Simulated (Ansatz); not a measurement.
Ansatz (a quantum-chemistry and plane-wave program) input:
A basis named .json is the Basis Set Exchange file of that set.

Ansatz 0.2 input:
```yaml
crystal:
  periodic: [false, false, false]
  atoms:
    - {symbol: Si, position_ang: [0.04795596, 0.02239822, -0.00038410]}
    - {symbol: O, position_ang: [0.14132146, 1.57415508, 0.00285608]}
    - {symbol: O, position_ang: [1.38467379, -0.78924927, -0.01488761]}
    - {symbol: O, position_ang: [-1.33821411, -0.78587918, 0.01029301]}
    - {symbol: H, position_ang: [-2.17363263, -0.30578822, 0.01928553]}
basis:
  gaussian:
    orbitals: cc-pV_T+d_Z.json
hamiltonian:
  xc: pbe
magnetization: {spin_polarized: true, initial_magnetization: 1}
correlation: {method: rpa, electrons: outside_noble_gas}
```

Which total energy does the run end on?

-515.41595 Eh (RPA@PBE/cc-pV(T+d)Z). The basis has 143 functions.

It need not be the lowest isomer of its formula.
